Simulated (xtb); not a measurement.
H₂O₄S, charge +1, doublet, geometry from GFN2-xTB (a state made from the parent by changing its charge; the spin is typed, not shown lowest); GFN0-xTB run with xtb 6.7.1.

Input for xtb:
```
$ xtb mol.xyz --gfn 0 --chrg 1 --uhf 1 --opt --json

# file mol.xyz
7

O     -0.46529138     1.41220598    -0.07095844
S     -0.01626657    -0.02567348    -0.00245745
O     -0.36107300    -0.82927774    -1.16232897
O     -0.68935298    -0.82860665     1.00363709
O      1.46298435     0.16245005     0.22168374
H     -1.38901452     1.65960187    -0.21103719
H      2.07114373    -0.58299923     0.31408907
```

The log (banner, timings and long lists left out):

```
   ID    Z sym.   atoms
    1    8 O      1, 3-5
    2   16 S      2
    3    1 H      6, 7

           -------------------------------------------------
          |                Calculation Setup                |
           -------------------------------------------------

           -------------------------------------------------
          |                 G F N 0 - x T B                 |
           -------------------------------------------------

          ...................................................
          :                      SETUP                      :
          :.................................................:
          :  # basis functions                  30          :
          :  # atomic orbitals                  29          :
          :  # shells                           15          :
          :  # electrons                        31          :
          :  electronic temp.          300.0000000     K    :
          :  accuracy                    1.0000000          :
          :  -> integral cutoff          0.2500000E+02      :
          :  -> integral neglect         0.1000000E-07      :
          ...................................................

         :::::::::::::::::::::::::::::::::::::::::::::::::::::
         ::                     SUMMARY                     ::
         :::::::::::::::::::::::::::::::::::::::::::::::::::::
         :: total energy             -15.520227169636 Eh    ::
         :: gradient norm              0.030694344548 Eh/a0 ::
         :: HOMO-LUMO gap              5.871858287092 eV    ::
         ::.................................................::
         :: H0 energy                -16.967068450280 Eh    ::
         :: repulsion energy           0.091974065087 Eh    ::
         :: electrostat energy         1.356339065867 Eh    ::
         :: -> Gsolv                   0.000000000000 Eh    ::
         ::    -> Gsasa                0.000000000000 Eh    ::
         ::    -> Gshift               0.000000000000 Eh    ::
         :: dispersion energy         -0.001471850310 Eh    ::
         :: short-range corr.          0.000000000000 Eh    ::
         :: add. restraining           0.000000000000 Eh    ::
         :: total charge               1.000000000000 e     ::
         :::::::::::::::::::::::::::::::::::::::::::::::::::::

      -----------------------------------------------------------
     |                   =====================                   |
     |                        A N C O P T                        |
     |                   =====================                   |
     |               Approximate Normal Coordinate               |
     |                Rational Function Optimizer                |
      -----------------------------------------------------------
      -----------------------------------------------------------
     |                   =====================                   |
     |                        A N C O P T                        |
     |                   =====================                   |
     |               Approximate Normal Coordinate               |
     |                Rational Function Optimizer                |
      -----------------------------------------------------------

          ...................................................
          :                      SETUP                      :
          :.................................................:
          :   optimization level            normal          :
          :   max. optcycles                   200          :
          :   ANC micro-cycles                  20          :
          :   degrees of freedom                15          :
          :.................................................:
          :   RF solver                   davidson          :
          :   write xtbopt.log                true          :
          :   linear?                        false          :
          :   energy convergence         0.5000000E-05 Eh   :
          :   grad. convergence          0.1000000E-02 Eh/α :
          :   maxmium RF displ.          1.0000000          :
          :   Hlow (freq-cutoff)         0.1000000E-01      :
          :   Hmax (freq-cutoff)         5.0000000          :
          :   S6 in model hess.         20.0000000          :
          ...................................................

generating ANC from exact Hessian ...
Using Lindh-Hessian (1995)
 Shifting diagonal of input Hessian by    0.0000000000000000
 Lowest  eigenvalues of input Hessian
    0.000000    0.000000    0.000000    0.000000    0.000000    0.000000
    0.129580    0.134586    0.183650    0.205163    0.255300    0.584961
    0.601609    0.712863    0.887718    1.144080    1.197625    1.622500
 Highest eigenvalues
    1.144080    1.197625    1.622500    3.025885    3.259276    3.768630

........................................................................
.............................. CYCLE    1 ..............................
........................................................................
 * total energy  :   -15.5202272 Eh     change        0.0000000E+00 Eh
   gradient norm :     0.0306943 Eh/α   predicted     0.0000000E+00 (   0.00%)
   displ. norm   :     0.0817580 α      lambda       -0.1814972E-02
   maximum displ.:     0.0617098 α      in ANC's #5, #1, #11, ...

........................................................................
.............................. CYCLE    2 ..............................
........................................................................
 * total energy  :   -15.5217277 Eh     change       -0.1500533E-02 Eh
   gradient norm :     0.0221764 Eh/α   predicted    -0.9135500E-03 ( -39.12%)
   displ. norm   :     0.1700868 α      lambda       -0.2631863E-02
   maximum displ.:     0.1215819 α      in ANC's #5, #1, #11, ...

........................................................................
[...]
 * total energy  :   -15.5231751 Eh     change       -0.1447364E-02 Eh
 * total energy  :   -15.5233060 Eh     change       -0.1309217E-03 Eh
 * total energy  :   -15.5233642 Eh     change       -0.5825272E-04 Eh
 * total energy  :   -15.5233858 Eh     change       -0.2154441E-04 Eh
 * total energy  :   -15.5234169 Eh     change       -0.3114956E-04 Eh
 * total energy  :   -15.5234260 Eh     change       -0.9026336E-05 Eh
 * total energy  :   -15.5234299 Eh     change       -0.3899175E-05 Eh
 * total energy  :   -15.5234328 Eh     change       -0.2939830E-05 Eh
 * total energy  :   -15.5234414 Eh     change       -0.8623552E-05 Eh
 * total energy  :   -15.5234422 Eh     change       -0.7311082E-06 Eh
   *** GEOMETRY OPTIMIZATION CONVERGED AFTER 12 ITERATIONS ***
[...]
          :  -> integral neglect         0.1000000E-07      :
          ...................................................

         :::::::::::::::::::::::::::::::::::::::::::::::::::::
         ::                     SUMMARY                     ::
         :::::::::::::::::::::::::::::::::::::::::::::::::::::
         :: total energy             -15.523442155117 Eh    ::
         :: gradient norm              0.000399693839 Eh/a0 ::
         :: HOMO-LUMO gap              6.071798741180 eV    ::
         ::.................................................::
         :: H0 energy                -16.971004733316 Eh    ::
         :: repulsion energy           0.088973853391 Eh    ::
         :: electrostat energy         1.360059320070 Eh    ::
         :: -> Gsolv                   0.000000000000 Eh    ::
         ::    -> Gsasa                0.000000000000 Eh    ::
         ::    -> Gshift               0.000000000000 Eh    ::
         :: dispersion energy         -0.001470595262 Eh    ::
         :: short-range corr.          0.000000000000 Eh    ::
         :: add. restraining           0.000000000000 Eh    ::
         :: total charge               1.000000000000 e     ::
         :::::::::::::::::::::::::::::::::::::::::::::::::::::

           -------------------------------------------------
          |                Property Printout                |
           -------------------------------------------------

    * Orbital Energies and Occupations

         #    Occupation            Energy/Eh            Energy/eV
      -------------------------------------------------------------
         1        2.0000           -0.7639104             -20.7871
       ...           ...                  ...                  ...
         4        2.0000           -0.6781806             -18.4542
         5        2.0000           -0.6344615             -17.2646
         6        2.0000           -0.5553749             -15.1125
         7        2.0000           -0.5414207             -14.7328
         8        2.0000           -0.5225977             -14.2206
         9        2.0000           -0.5047117             -13.7339
        10        2.0000           -0.4871626             -13.2564
        11        2.0000           -0.4535219             -12.3410
        12        2.0000           -0.4427616             -12.0482
        13        2.0000           -0.4371439             -11.8953
        14        2.0000           -0.4369881             -11.8911
        15        1.9815           -0.4245903             -11.5537
        16        1.0185           -0.4170481             -11.3485 (HOMO)
        17                         -0.1939136              -5.2767 (LUMO)
        18                         -0.1707644              -4.6467
        19                         -0.0774188              -2.1067
        20                         -0.0706750              -1.9232
        21                         -0.0625827              -1.7030
        22                         -0.0537325              -1.4621
        23                          0.1544379               4.2025
        24                          0.1724287               4.6920
        25                          0.2677016               7.2845
        26                          0.3695320              10.0555
        27                          0.7137687              19.4226
       ...                                ...                  ...
        29                          0.8786607              23.9096
      -------------------------------------------------------------
                  HL-Gap            0.2231345 Eh            6.0718 eV
             Fermi-level            0.0000000 Eh            0.0000 eV

     #   Z          covCN         q      C6AA      α(0)
     1   8 O        1.665    -0.333    19.437     5.964
     2  16 S        3.466     0.994   104.862    17.265
     3   8 O        0.860    -0.157    17.317     5.584
     4   8 O        0.860    -0.157    17.317     5.584
     5   8 O        1.665    -0.333    19.437     5.964
     6   1 H        0.820     0.493     0.344     0.921
     7   1 H        0.820     0.493     0.344     0.921

 Mol. C6AA /au·bohr⁶  :        804.921260
 Mol. C8AA /au·bohr⁸  :      23018.355030
 Mol. α(0) /au        :         42.203084

Wiberg/Mayer (AO) data.
largest (>0.10) Wiberg bond orders for each atom

 ---------------------------------------------------------------------------
     #   Z sym  total        # sym  WBO       # sym  WBO       # sym  WBO
 ---------------------------------------------------------------------------
     1   8 O    2.507 --     2 S    1.241     6 H    0.952     3 O    0.121
                             4 O    0.121
     2  16 S    5.460 --     3 O    1.486     4 O    1.486     5 O    1.241
                             1 O    1.241
     3   8 O    2.117 --     2 S    1.486     4 O    0.384     5 O    0.121
                             1 O    0.121
     4   8 O    2.117 --     2 S    1.486     3 O    0.384     5 O    0.121
                             1 O    0.121
     5   8 O    2.507 --     2 S    1.241     7 H    0.952     3 O    0.121
                             4 O    0.121
     6   1 H    0.973 --     1 O    0.952
     7   1 H    0.973 --     5 O    0.952
 ---------------------------------------------------------------------------

Topologies differ in total number of bonds
Writing topology from bond orders to xtbtopo.mol

 dipole moment from electron density (au)
     X       Y       Z
   0.4451   0.7026   0.0672  total (Debye):    2.121

optimized geometry written to: xtbopt.xyz

           -------------------------------------------------
          | TOTAL ENERGY              -15.523442155117 Eh   |
          | GRADIENT NORM               0.000399693839 Eh/α |
          | HOMO-LUMO GAP               6.071798741180 eV   |
           -------------------------------------------------

normal termination of xtb
```
